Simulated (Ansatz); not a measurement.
Two structures of AlH2Cl3O2, closed shell, reached by relaxing down either side of one saddle point (PBE0-D4/def2-TZVP). Energies are electronic, without zero-point energy. Computed with Ansatz 0.2.0 (basis: def2-TZVPP and def2-QZVPP); correlated methods freeze the cores. Extrapolation: Hartree–Fock as exp(−7.88 √X), correlation as X^−2.97. First:

Al1  (-0.868, -0.556, -0.178)
Cl2  (-2.251, 0.333, -1.454)
Cl3  (0.693, -1.658, -1.114)
Cl4  (-1.484, -1.230, 1.715)
H5  (0.578, 0.708, 1.418)
O6  (0.272, 0.876, 0.512)
O7  (1.441, 1.193, -0.227)
H8  (1.620, 0.334, -0.673)
(Å)

Second:

```tsv
atom	x (Å)	y (Å)	z (Å)
Al1	0.0299	-0.3305	-0.0057
Cl2	-1.8951	1.2057	-0.9005
Cl3	0.2866	-1.4725	-1.7474
Cl4	-1.2091	-1.0630	1.5304
H5	-2.6101	0.8202	0.0987
O6	1.0429	1.0804	0.2303
O7	1.8258	-0.0800	0.7274
H8	2.5292	-0.1604	0.0669
```

Task: Which bonds change from the first to the second?

Result: AlH₂Cl₃O₂ ([OH][OH][Al]([Cl])([Cl])[Cl]) → AlH₂Cl₃O₂ ([Cl][Al]1([Cl])([ClH])[O][OH]1); bonds formed: Al1–O7, Cl2–H5; dative contacts that become bonds: Al1–O6; bonds broken: H5–O6; bonds weakened to dative contacts: Al1–Cl2.

Task: Give the saddle point's structure and its height above each. (To be estimated.)

Result: By the calculation: 117.1 kJ/mol above the first and 29.0 kJ/mol above the second (CCSD(T) at an estimated basis limit (MP2 extrapolated from triple and quadruple zeta, plus CCSD(T) − MP2 in triple zeta)).
```
8
angstrom
Al -0.3665 -0.7846 -0.1779
Cl -2.0787 0.9215 -0.6143
Cl -0.0456 -1.8274 -1.9543
Cl -1.0169 -1.8235 1.5038
H -1.0031 1.5133 -0.0943
O 0.5183 0.7254 0.0509
O 1.6312 0.4819 0.9181
H 2.3614 0.7933 0.3682
```

T1 diagnostic: at most 0.012.

Labels in which every atom is bracketed show which atoms are joined, not bond orders.

For scale, one of the runs: CCSD(T)/def2-TZVPP, 258 basis functions, launched by `ansatz run in.yaml --threads 8 --pin off --events-out ev --progress --plain --max-ram 19148MiB`. The run took 2.4 min on 8 CPU threads of an Intel Xeon (shared host), with 5.6 GiB of host memory at its peak.
